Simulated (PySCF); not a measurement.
C₃H₇, doublet, at a GFN2-xTB geometry, with bond 5-2 at 1.6 times its length. Base run: PBE0/STO-3G run with PySCF.

PySCF was given this input:
```python
from pyscf import gto, scf, dft

mol = gto.Mole()
mol.atom = '''
    C    -0.080734    0.514254    0.002024
    C     0.044777   -0.197533    1.290932
    C     0.044453   -0.188022   -1.292255
    H    -0.463600    1.520729    0.005251
    H     0.619853    0.871187    2.543954
    H     0.430184    0.478883   -2.064031
    H    -0.922652   -0.592384    1.631684
    H     0.725273   -1.044071    1.204624
    H     0.703359   -1.051180   -1.205875
    H    -0.927738   -0.554586   -1.649926
'''
mol.basis = 'sto-3g'
mol.charge = 0
mol.spin = 1
mol.verbose = 4
mol.build()

mf = dft.UKS(mol)
mf.xc = 'pbe0'
mf.kernel()
```

The base run was repeated with changes; each row names its change, and settings that it needs were set with it.

```tsv
change	ΔE vs base (µEh)	SCF cycles	<S^2>	outcome
base	0.0	12	0.785	converged
diis_space = 4	0.0	16	0.785	converged
init_guess = mod_huckel	0.0	13	0.785	converged
diis_space = 2	0.0	37	0.785	converged
init_guess = sap	0.0	13	0.785	converged
diis_space = 20	0.0	12	0.785	converged
diis_space = 12	0.0	12	0.785	converged
conv_tol = 1e-7	0.0	10	0.785	converged
diis = off (with mf.max_cycle = 100)	-	100	-	not converged
conv_tol_grad = 1e-3	0.0	12	0.785	converged
diis = off; damp = 0.6 (with mf.diis_start_cycle = 200; with mf.max_cycle = 150)	0.0	76	0.785	converged
init_guess = 1e	0.0	15	0.785	converged
init_guess = vsap	0.0	13	0.785	converged
```

Open shells are given as the SCF converged; they aren't shown to be the lowest states, and a large step between rows can be another state.
